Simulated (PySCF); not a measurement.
**Electronic absorption of BrH3Si**

BrH₃Si.
SMILES: `[SiH3]Br`

The calculation used TDDFT CAM-B3LYP/aug-cc-pVTZ, vertical, gas phase, core orbitals frozen in the response in PySCF. Isolated species at its PBE0-D3(BJ)/def2-TZVP geometry, gas phase. The CAM-B3LYP/aug-cc-pVTZ calculation is non-relativistic and has no spin–orbit coupling, an omission that weighs most on bromine.

```csv
state,E (eV),E (hartree),f,symmetry,"main configurations (H = HOMO, L = LUMO)"
S1,6.67,0.2450,0.024,E,"H-1/H→L (≥72%), H-1/H→L+1 (≥13%)"
S2,6.67,0.2450,0.024,E,"H-1/H→L (≥72%), H-1/H→L+1 (≥13%)"
S3,7.49,0.2752,0.0021,E,H-1/H→L+1 (≥78%)
S4,7.49,0.2752,0.0021,E,H-1/H→L+1 (≥78%)
S5,8.02,0.2947,0.0000,–,"H-1/H→L+4 (≥32%), H-1/H→L+5 (≥23%)"
S6,8.20,0.3014,0.0028,E,"H-1/H→L+4 (≥29%), H-1/H→L+5 (≥29%)"
S7,8.20,0.3014,0.0028,E,"H-1/H→L+4 (≥30%), H-1/H→L+5 (≥29%)"
S8,8.29,0.3048,0.0061,A1,"H-1/H→L+5 (≥32%), H-1/H→L+4 (≥22%)"
S9,8.60,0.3160,0.017,E,"H-1/H→L+6 (≥45%), H-3→L (26%)"
S10,8.60,0.3160,0.017,E,"H-1/H→L+6 (≥45%), H-4→L (26%)"
```

Triplets, Tamm–Dancoff:

| state | E (eV) | λ (nm) | main configurations (H = HOMO, L = LUMO) |
| --- | --- | --- | --- |
| T1 | 6.28 | 197.4 | H-1/H→L (≥66%), H-1/H→L+7 (≥11%) |
| T2 | 6.28 | 197.4 | H-1/H→L (≥66%), H-1/H→L+7 (≥11%) |
| T3 | 7.30 | 169.8 | H-1/H→L+1 (≥75%) |
| T4 | 7.30 | 169.8 | H-1/H→L+1 (≥75%) |

The lowest singlet level (S1/S2) comes at 186 nm (643 kJ/mol) in the vacuum ultraviolet; it is of moderate strength. The lowest level is also the most intense of those listed (f = 0.047 summed). S1/S2, S3/S4, S6/S7 and S9/S10 lie within about 0.01 eV of each other in each set; the point group C3v has degenerate representations, and within a degenerate level the listed configurations can mix freely. Löwdin shares by element: HOMO (one of a set within 0.03 eV) bromine 72%, silicon 18%, hydrogen 6% or more; LUMO silicon 51%, hydrogen 21% or more, bromine 18%. Weighted by f, the mean energy of these states is 7.58 eV. Of the 10 states listed, 4 reach f = 0.01 and 1 stays under 0.0005. The listed states span 1.93 eV, and the widest gap between neighbours is 0.82 eV (S2 to S3). Symmetry labels in C3v follow from the direction of the transition dipole and are given only for states with f of 0.002 or more. Orbitals of the list HOMO-3 to LUMO+2 that lie within 0.01 eV of each other are written together with a slash and their weights summed (≥ marks a lower bound); for degenerate orbitals outside that list single weights are arbitrary. Only the lowest 10 singlets were computed, as vertical energies without vibronic structure.
